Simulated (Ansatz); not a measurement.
Ansatz (a quantum-chemistry and plane-wave program) job for C4H5F, SMILES C#C[C@H](C)F, PBE/def2-SVPD. Geometry: PBE0-D3(BJ)/def2-SVP. The structure was generated by enumeration; whether it is a known compound was not checked.

Ansatz 0.2 input:
```yaml
crystal:
  periodic: [false, false, false]
  atoms:
    - {symbol: C, position_ang: [2.07275291, -0.72135715, -0.28065418]}
    - {symbol: C, position_ang: [0.99394131, -0.25583272, 0.00776071]}
    - {symbol: C, position_ang: [-0.31591847, 0.28680447, 0.37488729]}
    - {symbol: C, position_ang: [-1.41781731, -0.75000000, 0.29572736]}
    - {symbol: F, position_ang: [-0.63348966, 1.34458375, -0.45233686]}
    - {symbol: H, position_ang: [3.03207706, -1.12992112, -0.54072914]}
    - {symbol: H, position_ang: [-0.24841949, 0.68866991, 1.40255715]}
    - {symbol: H, position_ang: [-1.49179458, -1.14136096, -0.72861229]}
    - {symbol: H, position_ang: [-1.21119900, -1.58600331, 0.97859157]}
    - {symbol: H, position_ang: [-2.37700772, -0.29032598, 0.57289738]}
basis:
  gaussian:
    orbitals: def2-SVPD
hamiltonian:
  xc: {name: PBE}
```

Log of the run:

```
WARN ansatz: RAYON_NUM_THREADS=1 ignored (pool sized by the plan → 1); use --threads N
Functional definition: PBE
integrals: 0.06 GiB planned
1181 factors; their error is unknown
mean field: 0.49 GiB planned
mean field evaluation 1: about -6922.7302 eV, gradient 5.8e1 eV
mean field evaluation 2: about -6916.1223 eV, gradient 7.5e1 eV
mean field evaluation 4: about -6930.9407 eV, gradient 1.3e1 eV
mean field evaluation 8: about -6931.3289 eV, gradient 1.2e-1 eV
mean field evaluation 16: about -6931.2685 eV, gradient 3.6e-4 eV
mean field -6931.26852190 eV, -254.7194199973 hartree, gradient 7.1e-5 eV, S^2 0.000000; 0 other end points of the search recorded, 0 dependent functions left out
reference -6931.26856611 eV, -254.7194216218 hartree; 19, 19 occupied and 124, 124 virtual orbitals, 1181 factors
Total energy: -6931.26856611 eV, -254.7194216218 hartree
```

Self-consistency was reached.
